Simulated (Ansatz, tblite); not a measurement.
Forces on the cluster Ga2P3 at its PBE-D4/def2-SVP geometry. Total charge 0; doublet.

The xTB rows come from tblite. At PBE-D4/def2-TZVP the charge 0 doublet is spin-contaminated (final ⟨S²⟩ up to 0.93, 0.75 for a pure state). Another isomer (doublet) lies 2.42 eV lower at PBE0-D4/def2-TZVP; other spin states weren't run for this one.

GFN1-xTB (tblite), largest force 1.08 eV/Å:

```xyz
5
positions Å, forces eV/Å
Ga    1.263   -2.705   -0.970   -0.015    0.200   -0.114
Ga   -0.514    1.162    0.349   -0.391    0.489    0.559
P     0.104   -1.229    0.687    0.074    0.463   -0.525
P    -1.423    3.003    1.105    0.066   -0.120   -0.065
P     0.569   -0.232   -1.171    0.266   -1.032    0.145
```

GFN2-xTB (tblite), largest force 1.13 eV/Å:

```
Ga 0.204 -0.303 -0.256
Ga -0.257 0.267 0.414
P 0.089 0.573 -0.643
P -0.274 0.537 0.242
P 0.238 -1.074 0.243
```

PBE-D4/def2-TZVP (Ansatz), largest force 0.40 eV/Å:

```
Ga -0.045 0.104 0.031
Ga 0.022 -0.057 -0.011
P 0.071 0.213 -0.332
P 0.044 -0.090 -0.035
P -0.093 -0.170 0.347
```
